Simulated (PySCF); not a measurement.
**What an electron can do to InSb**

r²SCAN in PySCF with def2-TZVPPD on every atom (core potentials on In, Sb), for the lowest determinant that a PBE0 search found; no spin–orbit coupling.

```
species  state (unpaired electrons)  Re (Å)  ωe (cm⁻¹)  energy of the minimum from the neutral (eV)  De (eV)  dissociates to
   InSb              triplet (π ↑↑)   2.940        144                                         0.00     1.74         In + Sb
  InSb⁺         quartet (σ ↑, π ↑↑)   3.086       88.0                                         6.77     0.68        In⁺ + Sb
```

Question: Work out the lowest energy to break InSb into atoms, from its vibrational ground state.

Answer: D0 = De − ωe/2 = 1.74 − 0.01 = 1.73 eV (r²SCAN/def2-TZVPPD).

Question: Work out the ionisation energy of the In atom at this level and the threshold of dissociative ionisation.

Answer: IE(In) = 6.77 + 0.68 − 1.74 = 5.71 eV, so In⁺ + Sb + e⁻ appears at D0 + IE(In) = 7.44 eV (r²SCAN/def2-TZVPPD). The measured IE(In) is 5.786 eV (NIST ASD).

These are thermodynamic thresholds; the onsets seen under electron impact lie higher where the geometry changes, and cross-sections peak well above them.

Spin–orbit coupling is left out, which matters for elements this heavy, above all for dissociation energies. For an ion De counts to the pair picked by the measured ionisation energies or electron affinities, which need not be the lowest pair at this level. States were picked by a PBE0 search and need not be the measured ground states.
